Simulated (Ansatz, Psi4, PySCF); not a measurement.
silane (H$_{4}$Si), singlet, at a GFN2-xTB geometry. Base run: PySCF with WB97M-V/aug-cc-pVDZ.

PySCF was given this input:
```python
from pyscf import gto, scf, dft

mol = gto.M(
    atom='''
Si   -0.00000000    0.00000000   -0.00000000
H     0.85687118    0.83207387    0.84090169
H    -0.85685565   -0.82713035    0.84578045
H    -0.82961346    0.85438800   -0.84584481
H     0.82959793   -0.85933152   -0.84083733
''',
    basis='aug-cc-pvdz',
    verbose=4,
)

mf = dft.RKS(mol)
mf.xc = 'wb97m_v'
mf.kernel()
```

The same geometry, method and basis name were run in Ansatz (an electronic-structure program) and Psi4 and PySCF, at each program's defaults and at the settings that a row names. The base is PySCF at its defaults. Differences at the defaults can come from grids, fitting, cores and function types together.

```
code and settings                                                                             ΔE vs base (mEh)  basis functions      E (Eh)  SCF cycles
--------------------------------------------------------------------------------------------  ----------------  ---------------  ----------  ----------
PySCF, defaults (exact integrals, its default grid, spherical functions)                                 0.000               63  -291.82848           7
Psi4, defaults (density fitting with its default set, its default grid, spherical functions)            -0.008               63  -291.82849           6
Ansatz, defaults (factorised integrals, its default grid, spherical functions)                           0.012               63  -291.82847           -
PySCF, density fitting with def2-universal-jkfit                                                        -0.056               63  -291.82854           7
PySCF, fine grid                                                                                         0.001               63  -291.82848           7
Psi4, exact integrals, spherical functions, fine grid                                                    0.001               63  -291.82848           8
Ansatz, high accuracy                                                                                    0.001               63  -291.82848           -
```
